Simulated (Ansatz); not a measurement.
`[CH3][GeH]([NH2])[SiH3]` + CH₃OH → `C[O][GeH]([CH3])[SiH3]` + NH₃ at 500 K and 1 bar (ligand exchange at a Ge–N bond).

Computed with Ansatz on PBE0-D4/def2-TZVP structures; ΔE is electronic, products minus reactants. CCSD(T)/CBS adds triple-zeta CCSD(T) − MP2 to the extrapolated MP2 energy (def2 sets, frozen cores). This one scheme is used for every species. For Ge outer-core shells are correlated without core-valence functions, which leaves a few kJ/mol of doubt a bond. Scalar relativity is left out up to krypton. Each species was taken in one conformer, which may not be the lowest.

```
                  species  CCSD(T)/CBS energy (Eh)  H − E (kJ/mol)  S (J/(mol·K))
`[CH3][GeH]([NH2])[SiH3]`              -2463.37873           306.9          460.1
                    CH₃OH               -115.61712           157.0          265.4
 `C[O][GeH]([CH3])[SiH3]`              -2522.49862           355.7          504.8
                      NH₃                -56.50880           108.2          211.8
```

H − E and S are ideal-gas, rigid-rotor, harmonic terms from PBE0-D4/def2-TZVP, for one conformer and one mirror image of each species. 1 Eh = 2625.50 kJ/mol, R = 8.31446 J/(mol·K).

**Question.** By hand: ΔE, ΔH, ΔS and ΔG.

**Answer.** ΔE = (-2522.49862) + (-56.50880) − (-2463.37873) − (-115.61712) = -0.01157 Eh = -30.4 kJ/mol. Δ(H − E) = 355.7 + 108.2 − 306.9 − 157.0 = 0.0, so ΔH = -30.4 kJ/mol. ΔS = 504.8 + 211.8 − 460.1 − 265.4 = -8.9 J/(mol·K). ΔG = -30.4 − 500 × (-8.9)/1000 = -25.9 kJ/mol.

**Question.** By hand: the equilibrium constant, and the temperature at which ΔG would vanish if ΔH and ΔS stayed fixed.

**Answer.** log₁₀ K = −ΔG/(RT ln 10) = 2.7. ΔG = 0 at ΔH/ΔS = 3416 K, far beyond where these terms or the molecules hold.

The number of gas molecules stays the same, so ΔS is small and ΔH decides. A doubt of 5 kJ/mol in ΔE shifts log₁₀ K by 0.5 here. Other conformers and mirror images would add mixing entropy, several J/(mol·K) or more a flexible species. Modes under 60 cm⁻¹, often nearly free rotors, make the harmonic entropy too high. These are equilibria of isolated gas molecules and say nothing of rates. Largest T1 diagnostic: 0.012 (customary marks: 0.02 for closed shells, 0.045 for open ones).
